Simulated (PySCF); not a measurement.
**Electronic structure of Cl⁺ (chlorine, charge +1) at the UHF level**

Configuration: [Ne] 3s2 3p4, high-spin 3P determinant. Calculation: PySCF 2.14, in cc-pVTZ-DK (5s4p2d1f, 34 functions); scalar relativity by spin-free X2C-1e.

| Item | Value |
| --- | --- |
| Total energy | -460.462207 hartree |
| One-electron energy | -629.1980 hartree |
| Hartree (Coulomb) energy | 196.1328 hartree |
| Exchange energy | -27.3970 hartree |
| ⟨S²⟩ | 2.0102 |
| ⟨L²⟩ | 2.035 |
| Sum of ⟨r⟩ | 13.33 bohr |
| Sum of ⟨r²⟩ | 20.68 bohr² |
| Traceless quadrupole moment −½Σ⟨3z² − r²⟩ along its main axis | -1.45 e·bohr² |
| Langevin diamagnetic susceptibility | -16.4 ×10⁻⁶ cm³/mol |
| Time after the integrals | 0.08 s of wall time on 1 thread of Intel(R) Xeon(R) Platinum 8559C (shared host) |

```tsv
shell	electrons	mean orbital energy (eV)	spread (eV)	rms radius, mean of both spins (bohr)
1s α	1	-2877.5	0	0.105
1s β	1	-2876.9	0	0.105
2s α	1	-303.53	0	0.478
2s β	1	-302.85	0	0.478
2p α	3	-232.98	0.747	0.451
2p β	3	-231.77	0.572	0.451
3s α	1	-43.748	0	1.62
3s β	1	-36.805	0	1.62
3p α	3	-26.349	2.259	1.85
3p β	1	-23.624	0	1.85
```

Densities and radii are taken from the X2C orbitals without a picture-change correction, which distorts them close to the nucleus.
